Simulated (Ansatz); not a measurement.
A short molecular-dynamics run on C2H4FIn (`C=[CH][InH][F]`).

```yaml
crystal:
  periodic: [false, false, false]
  atoms:
    - {symbol: C, position_ang: [-0.912175, 1.085741, -0.028606]}
    - {symbol: C, position_ang: [0.359803, 0.746589, -0.222635]}
    - {symbol: In, position_ang: [0.919058, -1.266879, 0.063224]}
    - {symbol: F, position_ang: [-0.745702, -2.184547, 0.589011]}
    - {symbol: H, position_ang: [-1.660629, 0.357230, 0.270403]}
    - {symbol: H, position_ang: [-1.259373, 2.108970, -0.160984]}
    - {symbol: H, position_ang: [1.075455, 1.507695, -0.521423]}
    - {symbol: H, position_ang: [2.223553, -2.354810, 0.011010]}
basis:
  gaussian: {orbitals: def2-SVP}
hamiltonian: {xc: {name: revPBE}, dispersion: d4}
md: {timestep: 0.5 fs, n_steps: 20, ensemble: nvt_nose_hoover, temperature: 700, initial_velocities: maxwell_boltzmann, seed: 634}
```

```sh
$ ansatz run in.yaml --threads 2 --pin off --events-out ev --progress --plain --max-ram 32768MiB --backend cpu
```

```json
{"step": "0", "time (fs)": "0.0", "potential energy (eV)": "-10025.7522", "kinetic (eV)": "0.5429", "T (K)": "700", "conserved (eV)": "-10025.2093"}
{"step": "1", "time (fs)": "0.5", "potential energy (eV)": "-10025.7618", "kinetic (eV)": "0.5526", "T (K)": "713", "conserved (eV)": "-10025.2092"}
{"step": "2", "time (fs)": "1.0", "potential energy (eV)": "-10025.7597", "kinetic (eV)": "0.5505", "T (K)": "710", "conserved (eV)": "-10025.2092"}
{"step": "3", "time (fs)": "1.5", "potential energy (eV)": "-10025.7466", "kinetic (eV)": "0.5375", "T (K)": "693", "conserved (eV)": "-10025.2091"}
{"step": "4", "time (fs)": "2.0", "potential energy (eV)": "-10025.7233", "kinetic (eV)": "0.5143", "T (K)": "663", "conserved (eV)": "-10025.2090"}
{"step": "5", "time (fs)": "2.5", "potential energy (eV)": "-10025.6909", "kinetic (eV)": "0.4820", "T (K)": "621", "conserved (eV)": "-10025.2089"}
{"step": "6", "time (fs)": "3.0", "potential energy (eV)": "-10025.6508", "kinetic (eV)": "0.4420", "T (K)": "570", "conserved (eV)": "-10025.2088"}
{"step": "7", "time (fs)": "3.5", "potential energy (eV)": "-10025.6051", "kinetic (eV)": "0.3966", "T (K)": "511", "conserved (eV)": "-10025.2086"}
{"step": "8", "time (fs)": "4.0", "potential energy (eV)": "-10025.5571", "kinetic (eV)": "0.3488", "T (K)": "450", "conserved (eV)": "-10025.2084"}
{"step": "9", "time (fs)": "4.5", "potential energy (eV)": "-10025.5105", "kinetic (eV)": "0.3025", "T (K)": "390", "conserved (eV)": "-10025.2081"}
{"step": "10", "time (fs)": "5.0", "potential energy (eV)": "-10025.4692", "kinetic (eV)": "0.2614", "T (K)": "337", "conserved (eV)": "-10025.2079"}
{"step": "11", "time (fs)": "5.5", "potential energy (eV)": "-10025.4367", "kinetic (eV)": "0.2291", "T (K)": "295", "conserved (eV)": "-10025.2077"}
{"step": "12", "time (fs)": "6.0", "potential energy (eV)": "-10025.4155", "kinetic (eV)": "0.2080", "T (K)": "268", "conserved (eV)": "-10025.2076"}
{"step": "13", "time (fs)": "6.5", "potential energy (eV)": "-10025.4068", "kinetic (eV)": "0.1993", "T (K)": "257", "conserved (eV)": "-10025.2077"}
{"step": "14", "time (fs)": "7.0", "potential energy (eV)": "-10025.4105", "kinetic (eV)": "0.2030", "T (K)": "262", "conserved (eV)": "-10025.2078"}
{"step": "15", "time (fs)": "7.5", "potential energy (eV)": "-10025.4252", "kinetic (eV)": "0.2175", "T (K)": "280", "conserved (eV)": "-10025.2079"}
{"step": "16", "time (fs)": "8.0", "potential energy (eV)": "-10025.4483", "kinetic (eV)": "0.2405", "T (K)": "310", "conserved (eV)": "-10025.2081"}
{"step": "17", "time (fs)": "8.5", "potential energy (eV)": "-10025.4770", "kinetic (eV)": "0.2691", "T (K)": "347", "conserved (eV)": "-10025.2083"}
{"step": "18", "time (fs)": "9.0", "potential energy (eV)": "-10025.5084", "kinetic (eV)": "0.3004", "T (K)": "387", "conserved (eV)": "-10025.2084"}
{"step": "19", "time (fs)": "9.5", "potential energy (eV)": "-10025.5399", "kinetic (eV)": "0.3319", "T (K)": "428", "conserved (eV)": "-10025.2086"}
{"step": "20", "time (fs)": "10.0", "potential energy (eV)": "-10025.5695", "kinetic (eV)": "0.3615", "T (K)": "466", "conserved (eV)": "-10025.2087"}
```

Velocities are drawn at the set temperature; a run this short doesn't reach equilibrium.

Frames (Å, forces in eV/Å):

```xyz
8
time=0.0 fs
C    -0.912    1.086   -0.029   -0.608    0.141    0.097
C     0.360    0.747   -0.223    0.647   -0.178   -0.098
In    0.919   -1.267    0.063    0.530    0.014   -0.112
F    -0.746   -2.185    0.589   -0.644   -0.337    0.200
H    -1.661    0.357    0.270   -0.431   -0.414    0.171
H    -1.259    2.109   -0.161   -0.216    0.583   -0.072
H     1.075    1.508   -0.521    0.446    0.416   -0.175
H     2.224   -2.355    0.011    0.276   -0.225   -0.012
8
time=0.5 fs
C    -0.918    1.082   -0.028    0.243   -0.147   -0.016
C     0.367    0.744   -0.222    0.041    0.048    0.003
In    0.919   -1.266    0.063    0.598   -0.184   -0.066
F    -0.749   -2.185    0.591   -0.586   -0.294    0.175
H    -1.657    0.345    0.275   -0.461   -0.357    0.144
H    -1.245    2.106   -0.168   -0.360    0.702   -0.054
H     1.087    1.507   -0.512    0.352    0.368   -0.171
H     2.226   -2.368    0.022    0.173   -0.136   -0.015
8
time=1.0 fs
C    -0.924    1.078   -0.027    0.984   -0.386   -0.113
C     0.374    0.741   -0.221   -0.490    0.293    0.083
In    0.919   -1.265    0.062    0.666   -0.387   -0.018
F    -0.751   -2.186    0.592   -0.527   -0.252    0.151
H    -1.654    0.332    0.279   -0.453   -0.263    0.102
H    -1.232    2.104   -0.175   -0.477    0.750   -0.028
H     1.100    1.508   -0.503    0.228    0.289   -0.156
H     2.229   -2.382    0.033    0.069   -0.044   -0.020
8
time=1.5 fs
C    -0.930    1.075   -0.026    1.606   -0.558   -0.196
C     0.381    0.738   -0.220   -0.946    0.548    0.145
In    0.919   -1.264    0.061    0.731   -0.590    0.031
F    -0.754   -2.186    0.594   -0.468   -0.209    0.126
H    -1.653    0.319    0.284   -0.411   -0.138    0.047
H    -1.220    2.104   -0.183   -0.563    0.715    0.008
H     1.114    1.509   -0.494    0.083    0.185   -0.134
H     2.232   -2.396    0.043   -0.031    0.047   -0.026
8
time=2.0 fs
C    -0.935    1.071   -0.026    2.114   -0.654   -0.269
C     0.388    0.736   -0.220   -1.331    0.799    0.193
In    0.919   -1.263    0.061    0.789   -0.790    0.081
F    -0.757   -2.187    0.596   -0.409   -0.166    0.101
H    -1.652    0.305    0.289   -0.343    0.009   -0.018
H    -1.209    2.106   -0.190   -0.621    0.598    0.054
H     1.127    1.510   -0.485   -0.073    0.070   -0.109
H     2.235   -2.409    0.054   -0.125    0.134   -0.034
8
time=2.5 fs
C    -0.940    1.067   -0.025    2.520   -0.675   -0.335
C     0.394    0.733   -0.219   -1.656    1.036    0.232
In    0.920   -1.262    0.060    0.838   -0.984    0.132
F    -0.761   -2.188    0.598   -0.350   -0.123    0.076
H    -1.653    0.291    0.293   -0.258    0.167   -0.088
H    -1.200    2.110   -0.197   -0.654    0.410    0.111
H     1.141    1.512   -0.477   -0.228   -0.048   -0.085
H     2.238   -2.423    0.065   -0.211    0.217   -0.043
8
time=3.0 fs
C    -0.944    1.062   -0.024    2.841   -0.632   -0.397
C     0.401    0.731   -0.218   -1.930    1.248    0.265
In    0.920   -1.261    0.060    0.877   -1.168    0.184
F    -0.764   -2.188    0.600   -0.292   -0.081    0.052
H    -1.653    0.277    0.298   -0.166    0.324   -0.159
H    -1.192    2.114   -0.204   -0.669    0.173    0.175
H     1.154    1.513   -0.469   -0.373   -0.156   -0.066
H     2.240   -2.435    0.075   -0.288    0.292   -0.053
8
time=3.5 fs
C    -0.948    1.058   -0.024    3.093   -0.543   -0.455
C     0.406    0.729   -0.217   -2.164    1.426    0.294
In    0.920   -1.260    0.059    0.904   -1.340    0.235
F    -0.767   -2.189    0.601   -0.233   -0.039    0.027
H    -1.655    0.265    0.302   -0.074    0.470   -0.226
H    -1.186    2.119   -0.211   -0.672   -0.087    0.241
H     1.166    1.515   -0.461   -0.500   -0.247   -0.052
H     2.242   -2.448    0.086   -0.354    0.359   -0.064
8
time=4.0 fs
C    -0.951    1.054   -0.023    3.291   -0.424   -0.508
C     0.412    0.727   -0.216   -2.366    1.566    0.322
In    0.920   -1.259    0.058    0.920   -1.497    0.285
F    -0.770   -2.190    0.603   -0.176    0.003    0.003
H    -1.656    0.253    0.306    0.010    0.596   -0.286
H    -1.182    2.123   -0.217   -0.666   -0.345    0.306
H     1.177    1.515   -0.453   -0.602   -0.315   -0.047
H     2.243   -2.459    0.096   -0.410    0.417   -0.075
8
time=4.5 fs
C    -0.954    1.049   -0.023    3.446   -0.291   -0.556
C     0.417    0.726   -0.215   -2.545    1.663    0.350
In    0.920   -1.258    0.058    0.923   -1.640    0.334
F    -0.773   -2.191    0.605   -0.118    0.043   -0.020
H    -1.658    0.243    0.309    0.080    0.693   -0.336
H    -1.179    2.127   -0.222   -0.656   -0.580    0.364
H     1.186    1.515   -0.446   -0.676   -0.354   -0.049
H     2.242   -2.469    0.106   -0.454    0.466   -0.087
8
time=5.0 fs
C    -0.956    1.045   -0.023    3.565   -0.156   -0.598
C     0.421    0.725   -0.214   -2.704    1.714    0.380
In    0.920   -1.257    0.057    0.914   -1.766    0.382
F    -0.777   -2.191    0.607   -0.062    0.082   -0.044
H    -1.659    0.234    0.311    0.135    0.759   -0.374
H    -1.178    2.130   -0.226   -0.642   -0.775    0.413
H     1.194    1.514   -0.438   -0.719   -0.363   -0.059
H     2.241   -2.478    0.116   -0.487    0.505   -0.099
8
time=5.5 fs
C    -0.957    1.040   -0.023    3.655   -0.028   -0.634
C     0.425    0.724   -0.213   -2.848    1.719    0.410
In    0.921   -1.256    0.057    0.893   -1.874    0.428
F    -0.780   -2.192    0.609   -0.006    0.121   -0.067
H    -1.660    0.228    0.312    0.170    0.791   -0.399
H    -1.178    2.130   -0.229   -0.626   -0.921    0.450
H     1.200    1.512   -0.431   -0.729   -0.341   -0.077
H     2.239   -2.486    0.125   -0.509    0.534   -0.111
8
time=6.0 fs
C    -0.957    1.035   -0.023    3.718    0.087   -0.662
C     0.428    0.724   -0.212   -2.976    1.678    0.440
In    0.921   -1.256    0.056    0.860   -1.964    0.472
F    -0.783   -2.193    0.610    0.049    0.158   -0.090
H    -1.660    0.223    0.313    0.186    0.786   -0.410
H    -1.180    2.128   -0.232   -0.609   -1.010    0.474
H     1.204    1.510   -0.424   -0.708   -0.288   -0.102
H     2.235   -2.493    0.135   -0.519    0.554   -0.122
8
time=6.5 fs
C    -0.957    1.031   -0.023    3.755    0.184   -0.682
C     0.431    0.724   -0.210   -3.090    1.595    0.471
In    0.921   -1.255    0.056    0.815   -2.035    0.513
F    -0.786   -2.193    0.612    0.103    0.194   -0.112
H    -1.661    0.220    0.312    0.183    0.746   -0.408
H    -1.183    2.124   -0.233   -0.591   -1.040    0.483
H     1.207    1.506   -0.417   -0.656   -0.207   -0.133
H     2.230   -2.498    0.144   -0.520    0.563   -0.132
8
time=7.0 fs
C    -0.956    1.026   -0.023    3.766    0.262   -0.693
C     0.433    0.724   -0.209   -3.185    1.474    0.500
In    0.921   -1.254    0.055    0.760   -2.088    0.553
F    -0.790   -2.194    0.614    0.156    0.229   -0.134
H    -1.660    0.219    0.310    0.162    0.672   -0.393
H    -1.187    2.118   -0.233   -0.572   -1.010    0.478
H     1.208    1.502   -0.410   -0.577   -0.101   -0.168
H     2.224   -2.502    0.152   -0.509    0.562   -0.142
8
time=7.5 fs
C    -0.954    1.022   -0.023    3.748    0.317   -0.695
C     0.435    0.725   -0.207   -3.256    1.321    0.525
In    0.922   -1.254    0.055    0.694   -2.122    0.589
F    -0.793   -2.195    0.616    0.208    0.262   -0.156
H    -1.659    0.219    0.308    0.125    0.568   -0.365
H    -1.193    2.109   -0.232   -0.554   -0.920    0.458
H     1.207    1.498   -0.404   -0.476    0.024   -0.206
H     2.216   -2.505    0.161   -0.488    0.551   -0.151
8
time=8.0 fs
C    -0.952    1.017   -0.024    3.697    0.348   -0.685
C     0.435    0.725   -0.206   -3.293    1.144    0.546
In    0.922   -1.253    0.054    0.617   -2.137    0.623
F    -0.796   -2.195    0.617    0.258    0.293   -0.177
H    -1.658    0.221    0.304    0.075    0.438   -0.328
H    -1.201    2.097   -0.229   -0.536   -0.775    0.425
H     1.206    1.494   -0.398   -0.361    0.159   -0.244
H     2.208   -2.506    0.169   -0.457    0.529   -0.159
8
time=8.5 fs
C    -0.948    1.013   -0.025    3.606    0.355   -0.664
C     0.435    0.727   -0.204   -3.285    0.956    0.557
In    0.922   -1.252    0.054    0.531   -2.133    0.653
F    -0.799   -2.196    0.619    0.308    0.324   -0.197
H    -1.657    0.224    0.300    0.017    0.288   -0.284
H    -1.209    2.084   -0.226   -0.520   -0.581    0.380
H     1.204    1.491   -0.393   -0.241    0.295   -0.280
H     2.198   -2.506    0.177   -0.415    0.497   -0.165
8
time=9.0 fs
C    -0.944    1.009   -0.026    3.467    0.341   -0.630
C     0.435    0.728   -0.202   -3.218    0.768    0.558
In    0.923   -1.252    0.053    0.435   -2.111    0.680
F    -0.802   -2.196    0.621    0.355    0.352   -0.217
H    -1.656    0.228    0.295   -0.043    0.126   -0.236
H    -1.219    2.070   -0.222   -0.505   -0.350    0.326
H     1.201    1.488   -0.389   -0.128    0.420   -0.311
H     2.187   -2.505    0.184   -0.363    0.454   -0.170
8
time=9.5 fs
C    -0.939    1.005   -0.027    3.266    0.312   -0.583
C     0.434    0.729   -0.200   -3.077    0.592    0.543
In    0.923   -1.251    0.053    0.330   -2.071    0.704
F    -0.805   -2.197    0.622    0.401    0.380   -0.236
H    -1.655    0.231    0.290   -0.098   -0.038   -0.187
H    -1.230    2.054   -0.217   -0.489   -0.096    0.266
H     1.197    1.486   -0.385   -0.032    0.522   -0.335
H     2.176   -2.503    0.191   -0.301    0.400   -0.172
8
time=10.0 fs
C    -0.934    1.000   -0.028    2.988    0.280   -0.523
C     0.432    0.731   -0.198   -2.847    0.439    0.512
In    0.923   -1.251    0.052    0.216   -2.015    0.724
F    -0.808   -2.197    0.624    0.445    0.405   -0.254
H    -1.654    0.235    0.284   -0.139   -0.193   -0.142
H    -1.242    2.039   -0.211   -0.470    0.158    0.205
H     1.194    1.485   -0.382    0.035    0.591   -0.349
H     2.163   -2.500    0.197   -0.229    0.335   -0.173
```

Run time 59 s (2 threads of a server CPU on a shared host); peak host memory 0.47 GiB.
